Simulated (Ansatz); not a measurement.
Total energies of CH6ClFGeSi (`C[Si](F)(Cl)[GeH3]`).

```xyz
11

C     0.086   -1.475   -0.990
Si    0.770    0.004   -0.115
F     1.908   -0.489    0.896
Cl    1.689    1.228   -1.489
Ge   -0.807    1.302    1.104
H    -0.370   -2.163   -0.274
H     0.884   -2.000   -1.521
H    -0.673   -1.173   -1.715
H    -1.486    0.446    2.187
H    -0.111    2.496    1.770
H    -1.890    1.823    0.145
```

The species carries charge 0 and has multiplicity 1. Correlated methods include outer-core shells of Ge, which these sets cover unevenly. Scalar relativity is left out up to krypton. All single points use the PBE0-D4/def2-TZVP geometry. Basis def2-TZVPP, the Gaussian-basis code of Ansatz.

RPA on PBE orbitals: Hartree–Fock energy of these orbitals -2964.74441 Eh, correlation -1.62250 Eh (frozen core).

```tsv
functional	energy without D4 (Eh)	D4 term (kJ/mol)
BHLYP	-2968.39447	-37.7
B2PLYP	-2967.76379	–
```

Problem. Give the same for LDA (SPW92), PBE, revPBE, BLYP, r2SCAN, B97M-V, PBE0, B3LYP, r2SCANh, r2SCAN0, HSE06 (plane-wave form), CAM-B3LYP, LC-ωPBE, ωB97X-V, ωB97M-V, PBE-QIDH. (Best estimate.)

Solution. The calculation gave: 
| functional | energy without D4 (Eh) | D4 term (kJ/mol) |
| --- | --- | --- |
| LDA (SPW92) | -2961.63281 | – |
| PBE | -2967.66238 | -27.6 |
| revPBE | -2968.11667 | -72.8 |
| BLYP | -2968.48186 | -58.9 |
| r2SCAN | -2968.34743 | -6.7 |
| B97M-V | -2967.86646 | – |
| PBE0 | -2967.79477 | -23.7 |
| B3LYP | -2968.56232 | -44.8 |
| r2SCANh | -2968.33021 | -7.3 |
| r2SCAN0 | -2968.30602 | -8.1 |
| HSE06 (plane-wave form) | -2967.77404 | -22.4 |
| CAM-B3LYP | -2968.57065 | -24.5 |
| LC-ωPBE | -2967.91354 | – |
| ωB97X-V | -2968.12940 | – |
| ωB97M-V | -2968.26176 | – |
| PBE-QIDH | -2967.28627 | – |

B3LYP takes the VWN-RPA correlation (the form of Gaussian; ORCA's B3LYP/G). HSE06 is the plane-wave form, built on full-range PBE exchange. The double hybrids freeze the cores in their second-order part.

LC-ωPBE has ω = 0.4 bohr⁻¹.
